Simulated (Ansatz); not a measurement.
C2H7BOSi (`COB1C[SiH2]1`): the same geometry under several functionals.

```yaml
crystal:
  periodic: [false, false, false]
  atoms:
    - {symbol: C, position_ang: [-1.989987, 1.036806, 0.204054]}
    - {symbol: O, position_ang: [-1.378413, -0.236603, 0.071847]}
    - {symbol: B, position_ang: [-0.060082, -0.387743, 0.032025]}
    - {symbol: C, position_ang: [0.960373, -1.532609, -0.168394]}
    - {symbol: Si, position_ang: [1.804540, 0.186489, -0.114660]}
    - {symbol: H, position_ang: [-1.234087, 1.821974, 0.279204]}
    - {symbol: H, position_ang: [-2.613229, 1.030581, 1.099704]}
    - {symbol: H, position_ang: [-2.622603, 1.210884, -0.667886]}
    - {symbol: H, position_ang: [0.932234, -2.144254, -1.069628]}
    - {symbol: H, position_ang: [1.182560, -2.139458, 0.712044]}
    - {symbol: H, position_ang: [2.714038, 0.398680, 1.038428]}
    - {symbol: H, position_ang: [2.381457, 0.700054, -1.382737]}
basis:
  gaussian: {orbitals: def2-TZVPP}
hamiltonian: {xc: {name: B2PLYP}}
```

```sh
$ ansatz run in.yaml --threads 4 --pin off --events-out ev --progress --plain --max-ram 10444MiB
```

It prints (some lines left out):

```
Functional definition: B2PLYP
1549 factors; integrals over basis functions are off by at most 1.2e-3 eV
mean field evaluation 1: about -12769.2150 eV, gradient 5.5e1 eV
mean field evaluation 2: about -12769.3776 eV, gradient 5.5e1 eV
mean field evaluation 4: about -12775.9595 eV, gradient 6.6e0 eV
mean field evaluation 8: about -12776.0512 eV, gradient 6.7e-1 eV
mean field evaluation 16: about -12776.0523 eV, gradient 1.4e-4 eV
mean field -12776.05230925 eV, -469.5112624457 hartree, gradient 9.1e-6 eV, S^2 0.000000; 0 other end points of the search recorded, 0 dependent functions left out
9 core orbitals not correlated: weight in the atoms' cores, before any rotation towards them, 1.000 or more for the frozen orbitals, at most 0.000 for the correlated occupied ones
reference -12776.05250350 eV, -469.5112695843 hartree; 14, 14 occupied and 241, 241 virtual orbitals, 1549 factors
second order -26.39304493 eV of doubles, -0.00000000 eV of singles
Total energy: -12783.17862563 eV, -469.7731497424 hartree
```

It took 3.9 s on 4 threads of an Intel Xeon 6975P-C on a shared host, with 0.69 GiB of host memory at the peak.

The same input with `hamiltonian: {xc: pbe0, dispersion: d4}` (abridged; 2.8 s):

```
Functional definition: PBE0
mean field evaluation 16: about -12781.4724 eV, gradient 4.4e-5 eV
mean field -12781.47244565 eV, -469.7104487843 hartree, gradient 4.4e-5 eV, S^2 0.000000
Total energy: -12781.66277303 eV, -469.7174431868 hartree
```

Changing it to `hamiltonian: {xc: pbe, dispersion: d4}` and forces (abridged; 2 s):

```
Functional definition: PBE
mean field evaluation 16: about -12780.1999 eV, gradient 8.5e-3 eV
mean field -12780.19994777 eV, -469.6636853500 hartree, gradient 1.9e-5 eV, S^2 0.000000
Total energy: -12780.42488672 eV, -469.6719517039 hartree
Atom 0 force    -0.128973     0.265612     0.028844 eV/Å
Atom 1 force    -0.275253    -0.407362    -0.041111 eV/Å
Atom 2 force     0.356942    -0.043619     0.005790 eV/Å
Atom 3 force    -0.090463    -0.018812    -0.000457 eV/Å
Atom 4 force     0.016443     0.189705     0.020020 eV/Å
Atom 5 force     0.157704     0.183315     0.016439 eV/Å
Atom 6 force    -0.140818     0.005828     0.184369 eV/Å
Atom 7 force    -0.141911     0.041891    -0.177019 eV/Å
Atom 8 force     0.005362    -0.140417    -0.170407 eV/Å
Atom 9 force     0.058046    -0.136266     0.152476 eV/Å
Atom 10 force     0.110827     0.013232     0.121839 eV/Å
Atom 11 force     0.072095     0.046893    -0.140784 eV/Å
Dipole moment:    -0.247637     0.156690     0.034872 e Å
```
